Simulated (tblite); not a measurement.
Species: C₆H₁₁NSi (charge +1 and doublet state).
Bonds: C1–N2 (double), N2–Si3, Si3–C4, C4–C5 (double), C5–C6, C6–C7, C7–C8. Hydrogens: H9, H10 on C1; H11, H12 on Si3; H13, H14 on C6; H15, H16 on C7; H17, H18, H19 on C8.

Structure optimised with GFN2-xTB, isolated species. This method treats the open shell by occupation alone, without spin polarisation.

Task: Give the optimised bond lengths and angles.

Result: 
| bond | length (pm) | order |
| --- | --- | --- |
| C1=N2 | 122.6 | double |
| N2–Si3 | 174.8 | single |
| Si3–C4 | 184.9 | single |
| C4=C5 | 121.3 | double |
| C5–C6 | 143.5 | single |
| C6–C7 | 153.8 | single |
| C7–C8 | 151.7 | single |
| C1–H9 | 109.4 | single |
| C1–H10 | 109.2 | single |
| Si3–H11, Si3–H12 | 145.5 | single |
| C6–H13, C6–H14 | 109.4 | single |
| C7–H15, C7–H16 | 109.3 | single |
| C8–H17, C8–H18, C8–H19 | 108.8 | single |

Bonds in one row agree within 1 pm and their mean is given. Orders are formal, as drawn. A selection of angles:
| angle | degrees |
| --- | --- |
| N2–C1–H9 | 124.4 |
| N2–C1–H10 | 120.5 |
| H9–C1–H10 | 115.1 |
| C1–N2–Si3 | 155.8 |
| N2–Si3–C4 | 101.7 |
| N2–Si3–H11 | 103.8 |
| C4–Si3–H11 | 114.4 |
| C4–Si3–H12 | 110.8 |
| H11–Si3–H12 | 120.4 |
| Si3–C4–C5 | 178.1 |
| C4–C5–C6 | 176.8 |
| C5–C6–C7 | 110.5 |
| C5–C6–H13 | 108.2 |
| C5–C6–H14 | 109.6 |
| C7–C6–H13 | 111.1 |
| C7–C6–H14 | 109.6 |
| H13–C6–H14 | 107.8 |
| C6–C7–C8 | 112.9 |
| C6–C7–H15 | 109.9 |
| C6–C7–H16 | 106.8 |
| C8–C7–H15 | 110.3 |
| H15–C7–H16 | 107.9 |
| C7–C8–H17 | 110.4 |
| C7–C8–H19 | 111.1 |
| H17–C8–H18 | 107.7 |
| H18–C8–H19 | 108.7 |

Torsions: C1–N2–Si3–C4 31° (synclinal); C5–C6–C7–C8 74° (synclinal). The mirror-image conformer, all signs reversed, is as good.

Si3 (silicon bonded to C, N and 2 H) is distorted tetrahedral (angles from 101.7° to 120.4°). Of the pairs four or more bonds apart, C5···H17 is among the closest relative to their van der Waals radii: 2.83 Å, 98 % of the sum of Bondi's values. The C–C distances run from 1.213 Å (C4=C5, drawn double in a drawing that doesn't fit all lengths) to 1.538 Å (C6–C7, drawn single in a drawing that doesn't fit all lengths), a spread of 0.325 Å. C1 (carbon bonded to N and 2 H) is planar (angles 124.4°, 120.5° and 115.1°, sum 360.0°, 0.00 Å off the plane of its three neighbours).

Point group: C1 (no symmetry element, even within 0.4 Å). Its lowest GFN2-xTB frequency is 9 cm⁻¹, too small to tell a flat minimum from a shallow saddle. 3 starts were optimised and ended at 0.00, 0.49 and 0.67 kcal/mol (GFN2-xTB); the lowest of these is shown.

These are computed values.
